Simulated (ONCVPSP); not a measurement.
## An all-electron radial function and its pseudo partner (aluminium (Al))

Columns: radius, all-electron u(r) and pseudo u(r) of the 2p shell (level -104.14 eV) of aluminium in the configuration [He] 2s2 2p6; PBE, scalar-relativistic, ONCV scheme, ONCVPSP 4.0.1.

| r (bohr) | all-electron | pseudo |
| --- | --- | --- |
| 0.038 | 0.0795 | 0.0418 |
| 0.075 | 0.2442 | 0.1549 |
| 0.113 | 0.4415 | 0.3267 |
| 0.150 | 0.6288 | 0.5239 |
| 0.188 | 0.7999 | 0.7290 |
| 0.225 | 0.9385 | 0.9088 |
| 0.263 | 1.0513 | 1.0581 |
| 0.300 | 1.1329 | 1.1621 |
| 0.338 | 1.1905 | 1.2286 |
| 0.375 | 1.2240 | 1.2598 |
| 0.413 | 1.2387 | 1.2663 |
| 0.450 | 1.2375 | 1.2555 |
| 0.488 | 1.2227 | 1.2326 |
| 0.525 | 1.1983 | 1.2028 |
| 0.563 | 1.1652 | 1.1667 |
| 0.600 | 1.1271 | 1.1273 |
| 0.638 | 1.0834 | 1.0833 |
| 0.675 | 1.0380 | 1.0379 |
| 0.713 | 0.9895 | 0.9893 |
| 0.750 | 0.9413 | 0.9411 |
| 0.788 | 0.8915 | 0.8914 |
| 0.825 | 0.8434 | 0.8433 |
| 0.863 | 0.7948 | 0.7947 |
| 0.900 | 0.7486 | 0.7485 |
| 0.938 | 0.7027 | 0.7025 |
| 0.975 | 0.6595 | 0.6594 |

(1) How many radial nodes do the two functions have?

(2) At about which radius was the pseudo-wave matched?

(3) Is the pseudo-wave norm-conserving?

Results:

(1) The all-electron 2p function has n − l − 1 = 0; the pseudo-wave has 0.

(2) 0.70 bohr. The columns agree to 0.0005 from 0.60 bohr on; several derivatives are matched, so the curves merge somewhat inside the radius.

(3) Yes: the ONCV scheme keeps the norm inside the radius equal to the all-electron one, which fixes the energy derivative of the logarithmic derivative at the level.
